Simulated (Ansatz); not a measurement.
`[SiH3]COCS`, relaxed with RKS PBE-D4/def2-SVP in Ansatz from a rough embedded geometry. The force threshold is 0.03 eV/Å; the program also tests the step.

Charge 0, multiplicity 1.

Start:

```xyz
13

Si    1.739   -1.218    0.590
C     0.275   -0.542   -0.303
O     0.034    0.834   -0.069
C    -1.243    1.329   -0.649
S    -2.645    1.057    0.333
H     1.900   -2.726    0.206
H     1.598   -1.185    2.064
H     2.973   -0.584    0.177
H     0.427   -0.681   -1.336
H    -0.597   -1.129    0.016
H    -1.044    2.393   -0.805
H    -1.320    0.862   -1.641
H    -2.099    1.591    1.418
```

How much energy does the relaxation release, and in how many steps? (Best estimate.)

Ansatz gave: 50.33 kJ/mol, in 6 steps.

Which bonds change most? (Best estimate.)

Ansatz gave: C4–S5 from 1.733 to 1.854 Å; O3–C4 from 1.488 to 1.395 Å; C2–H9 from 1.053 to 1.119 Å; Si1–C2 from 1.843 to 1.904 Å.

Give the relaxed structure. (Estimate.)

The calculation gave: 
```xyz
13

Si    1.767   -1.238    0.576
C     0.204   -0.613   -0.312
O     0.111    0.797   -0.131
C    -1.057    1.368   -0.636
S    -2.624    0.893    0.233
H     1.893   -2.718    0.326
H     1.656   -0.992    2.054
H     2.989   -0.541    0.047
H     0.239   -0.876   -1.399
H    -0.698   -1.121    0.110
H    -0.932    2.467   -0.579
H    -1.247    1.076   -1.697
H    -2.301    1.498    1.410
```
